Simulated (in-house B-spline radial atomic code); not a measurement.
Radial electron density of Pd⁸⁺, [Kr] 4d2. Level of theory: scalar-relativistic (X2C) PBE, spin-polarised, spherical fractional occupations, Fermi nucleus of rms radius 4.5318 fm; calculated with an all-electron radial atomic-structure program (B-spline basis).

One-electron X2C: radii and densities carry no picture-change correction, so inner-shell <1/r> comes out high (for 1s by about 2 % at Z = 33, 5 % at 54, 10 % at 75, 30 % at 118) and <r> low.

Columns: r (bohr), 4πr²n(r) (electrons per bohr), bar.

```
0.000942    1.481 #
 0.00114    2.024 #
 0.00139    2.791 ##
 0.00168    3.778 ##
 0.00204    5.127 ###
 0.00248    6.926 ####
   0.003    9.216 #####
 0.00364     12.2 #######
 0.00442    15.99 ##########
 0.00536    20.63 ############
 0.00651    26.21 ################
 0.00789    32.52 ###################
 0.00958    39.44 #######################
  0.0116    46.28 ############################
  0.0141    52.53 ###############################
  0.0171    57.06 ##################################
  0.0207    59.11 ###################################
  0.0252    58.29 ###################################
  0.0305    55.21 #################################
   0.037    51.59 ###############################
  0.0449     50.1 ##############################
  0.0545    53.11 ################################
  0.0661     60.7 ####################################
  0.0802    69.56 #########################################
  0.0973    73.98 ############################################
   0.118    69.85 ##########################################
   0.143    59.13 ###################################
   0.174    49.62 ##############################
   0.211     49.1 #############################
   0.256    55.58 #################################
    0.31    58.51 ###################################
   0.377    49.65 ##############################
   0.457    33.02 ####################
   0.554    19.56 ############
   0.672    14.91 #########
   0.816    14.87 #########
    0.99    12.95 ########
     1.2    8.172 #####
    1.46    3.513 ##
    1.77    1.043 #
    2.14   0.2113 
     2.6  0.02581 
    3.16 0.001793 
    3.83 6.716e-05
```

On this grid the curve has 3 maxima, near 0.0207, 0.0973, 0.31 bohr.

The 4p up radial function P(r) = rR(r), positive near the nucleus:

```json
{"r (bohr)": "0.00139", "P": "0.001582"}
{"r (bohr)": "0.00204", "P": "0.00304"}
{"r (bohr)": "0.003", "P": "0.005911"}
{"r (bohr)": "0.00442", "P": "0.01156"}
{"r (bohr)": "0.00651", "P": "0.02249"}
{"r (bohr)": "0.00958", "P": "0.04309"}
{"r (bohr)": "0.0141", "P": "0.08042"}
{"r (bohr)": "0.0207", "P": "0.1431"}
{"r (bohr)": "0.0305", "P": "0.2382"}
{"r (bohr)": "0.0449", "P": "0.3528"}
{"r (bohr)": "0.0661", "P": "0.429"}
{"r (bohr)": "0.0973", "P": "0.3466"}
{"r (bohr)": "0.174", "P": "-0.2547"}
{"r (bohr)": "0.256", "P": "-0.639"}
{"r (bohr)": "0.377", "P": "-0.394"}
{"r (bohr)": "0.554", "P": "0.4989"}
{"r (bohr)": "0.816", "P": "1.163"}
{"r (bohr)": "1.2", "P": "0.9048"}
{"r (bohr)": "1.77", "P": "0.2933"}
{"r (bohr)": "2.6", "P": "0.03362"}
```
